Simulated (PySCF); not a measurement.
## Correlation energy of Ge²⁺ (germanium, charge +2)

[Ar] 3d10 4s2, closed-shell 1S. Calculation: PySCF 2.14, in pcseg-2; no relativity, point nucleus. Frozen: [Ar] 3d10; 2 electrons correlated.

Total MP2 correlation energy: -28.67 mhartree.

Same-spin part 0.00 and opposite-spin part -28.67 mhartree; SCS-MP2 scales them by 1/3 and 6/5 to -34.41 mhartree.

With two correlated electrons CCSD is exact within the correlated space (frozen core and kept virtual orbitals).

| level | correlation energy (mhartree) |
| --- | --- |
| CCSD | -39.93 |

Diagnostics: T1 = 0.0046, D1 = 0.0065, largest double amplitude 0.105.

Cost of the coupled-cluster step: 0.11 s of wall time on 1 thread of Intel(R) Xeon(R) Platinum 8259CL CPU @ 2.50GHz (shared host), for 2 correlated electrons.
